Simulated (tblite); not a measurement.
Compound: H3O4Si (doublet state).
Z-matrix (Å and degrees, GFN2-xTB geometry), rows numbered from 1:
```
O 
Si  1  1.5829
O   2  1.6165  1  121.27
O   2  1.6756  1   90.48  3   111.33
O   2  1.6120  1  116.32  3  -133.60
H   3  0.9532  2  119.05  1    43.83
H   4  0.9558  2  117.39  1    53.60
H   5  0.9532  2  119.34  1   148.33
```

Level: GFN2-xTB in tblite, geometry and Hessian alike; calculated harmonic values, unscaled, isolated species. The method is semi-empirical: single wavenumbers can be off by several per cent or more. One conformer, not necessarily the lowest. Open shells enter through the occupations alone, without spin polarisation, and single modes of such species can be off by tens of per cent.

Harmonic wavenumbers (cm⁻¹): 152.4, 228.7, 235.1, 276.7, 293.2, 301.2, 320.1, 341.8, 703.7, 813.5, 824.8, 839.2, 861.5, 975.7, 1085.8, 3646.3, 3683.4, 3686.7.

A = 4804, B = 4153, C = 3651 MHz; mass 94.980 u (most abundant isotopes); point group C1, symmetry number 1; spin multiplicity 2.

Task: What is the zero-point energy?

Result: ½Σν̃ = 9635 cm⁻¹ = 27.55 kcal/mol.

Task: Give the ideal-gas entropy at 273.15 K and 1 bar in the rigid-rotor, harmonic-oscillator model (classical rotation).

Result: Translation 39.16, rotation 25.63, vibration 13.00, spin (R ln 2) 1.38: S = 79.2 cal/(mol K).

Task: And Cp and H(273.15 K) − H(0)?

Result: Cp = 24.55 cal/(mol K), of which vibrations give 16.60 (their classical limit is 18 R = 35.8); H(273.15 K) − H(0) = 4.37 kcal/mol without the zero-point energy, 2.20 from vibrations.

Task: What must be added to the electronic energy to get the Gibbs energy at 273.15 K and 1 bar?

Result: ZPE + [H(273.15 K) − H(0)] − T·S = 27.55 + 4.37 − 21.62 = 10.30 kcal/mol.

Task: Which modes carry the vibrational entropy at 273.15 K?

Result: 152.4 cm⁻¹: 2.48; 228.7 cm⁻¹: 1.73; 235.1 cm⁻¹: 1.68; 276.7 cm⁻¹: 1.41; 293.2 cm⁻¹: 1.31; 301.2 cm⁻¹: 1.27 cal/(mol K); the other 12 give 3.12 together.

Task: How do the functions run with temperature in this model?

Result: 
```csv
T (K),S (cal/(mol K)),Cp (cal/(mol K)),H − H(0) (kcal/mol),G − H(0) (kcal/mol),ln q(vib)
100,60.3,13.4,0.95,-5.07,0.26
200,72.1,20.8,2.70,-11.72,1.43
300,81.5,25.7,5.04,-19.41,2.89
500,96.2,31.5,10.84,-37.26,5.79
800,111.9,35.2,20.93,-68.62,9.57
1000,120.0,36.7,28.13,-91.84,11.73
```

q(vib) and H(0) count from the zero-point level.

Hindered rotation and anharmonicity are outside this model. Other conformers, if any are populated, would add a mixing term that is left out. The structure is chiral; the term R ln 2 for an equal mix with its mirror image is left out.
